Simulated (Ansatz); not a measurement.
The same path of ClH4NO2Zr + H2 (11 atoms, charge 0, multiplicity 1) was run 3 times with different band settings.

Level of theory: Ansatz, RKS B3LYP-D4/def2-SVP.

Relaxed end points:

```xyz
11
Properties=species:S:1:pos:R:3
Zr -0.219 0.122 -0.027
Cl -0.117 0.323 2.372
N 1.665 0.122 -0.787
H 2.263 -0.698 -0.889
H 2.176 0.937 -1.123
O -1.095 1.681 -0.731
H -1.700 2.359 -1.037
O -1.025 -1.570 -0.453
H -1.548 -2.354 -0.629
H 1.977 -2.659 1.730
H 1.617 -2.077 2.064
```

```xyz
11
Properties=species:S:1:pos:R:3
Zr 0.040 0.200 -0.118
Cl 0.577 0.424 2.219
N 1.715 0.489 -1.232
H 2.374 -0.231 -1.528
H 2.039 1.386 -1.591
O -1.198 1.592 -0.592
H -1.938 2.175 -0.770
O -0.537 -1.606 -0.419
H -0.961 -2.464 -0.485
H 0.954 -3.268 2.463
H 0.927 -2.511 2.544
```

Common settings: optimiser quadratic models (default); start path through a guess of the saddle point; force threshold 0.05 eV/Å; iteration limit 60; end points relaxed.

| run | movable images | climbing image | spring |
| --- | --- | --- | --- |
| 1 | 7 | yes | 5.0 eV/Å² |
| 2 | 7 | yes | 0.5 eV/Å² |
| 3 | 8 | no | 5.0 eV/Å² |

Q: What does each run give, and how far can it be trusted?

A: Run 1: converged after 46 iterations, highest image 0.011 eV above the first end. The highest image is an end point: on this band no image between the ends rises above it.
Run 2: converged after 24 iterations, highest image 0.012 eV above the first end. A structure lower than the last end lies on the path between it and the top, so the climb from that side starts below the end, which may itself be a saddle point or a shallow side well. The top lies less than 8 meV above the higher end, about what the thresholds resolve: that end is a shoulder or a very shallow well. Another band between the same ends (7 images) ends at a top of the same energy, where a vibrational analysis finds no clearly imaginary modes.
Run 3: converged after 16 iterations, highest image 0.011 eV above the first end. The highest image is an end point: on this band no image between the ends rises above it.
